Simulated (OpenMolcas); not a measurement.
## A ladder of methods for GeH2ClO (SMILES [O][GeH2][Cl])

GeH2ClO: 5 atoms, total charge 0, spin state doublet. As SMILES, `[O][GeH2][Cl]`. The coordinates come from a PBE0-D4/def2-TZVP relaxation.

```xyz
5

O    -0.2724   -0.5918    1.6255
Ge    0.1237   -0.0812   -0.0345
Cl   -1.3471    1.2901   -0.7789
H     0.0810   -1.3438   -0.8990
H     1.4646    0.6530    0.0454
```

Quantity: the vertical electron affinity (to the singlet anion), in eV. The values are calculated.

The electron affinity is E(neutral) − E(anion): positive where the electron is bound.

```csv
level,kind,program,value (eV),CPU time (all runs)
UHF/def2-SVPD,Hartree–Fock,OpenMolcas,0.98,38 s
USVWN5/def2-SVPD,LDA,OpenMolcas,3.39,73 s
U-revPBE/def2-SVPD,GGA,OpenMolcas,2.99,94 s
UBLYP/def2-SVPD,GGA,OpenMolcas,2.98,100 s
UPBE/def2-SVPD,GGA,OpenMolcas,3.08,91 s
UM06-L/def2-SVPD,meta-GGA,OpenMolcas,2.65,1.8 min
UBHLYP/def2-SVPD,global hybrid,OpenMolcas,2.48,98 s
UM06-2X/def2-SVPD,hybrid meta-GGA,OpenMolcas,2.83,1.9 min
```

All-electron rows without a relativistic Hamiltonian named are non-relativistic. Where it was recorded, the anion's HOMO is positive in USVWN5/def2-SVPD, U-revPBE/def2-SVPD, UBLYP/def2-SVPD, UPBE/def2-SVPD, UM06-L/def2-SVPD: a fault of the level (basis or self-interaction), which says nothing on whether the real anion is bound. The values span 0.98 to 3.39 eV. Times are those of the runs behind each value, whatever else they computed, on shared processors of several kinds: orders of magnitude only.
